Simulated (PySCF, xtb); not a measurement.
BH₅O₂Si, SMILES OBO[SiH3]. One conformer was computed; it need not be the lowest.

Harmonic wavenumbers (cm⁻¹) from GFN2-xTB (xtb) at its own minimum, in rising order: 68, 94, 101, 402, 601, 634, 644, 740, 761, 788, 815, 827, 971, 1090, 1212, 1341, 2237, 2253, 2272, 2597, 3591.

Problem. What does B3LYP-D3(BJ)/def2-SVP (PySCF) give at its own minimum? (Estimate from the structure and the level; the computed values follow.)

Solution. 61, 107, 152, 427, 647, 716, 737, 793, 927, 953, 961, 986, 1051, 1143, 1242, 1453, 2233, 2246, 2248, 2609, 3814. Paired by order, the mean absolute difference is 74 cm⁻¹ and the zero-point energies are 34.4 and 36.5 kcal/mol.
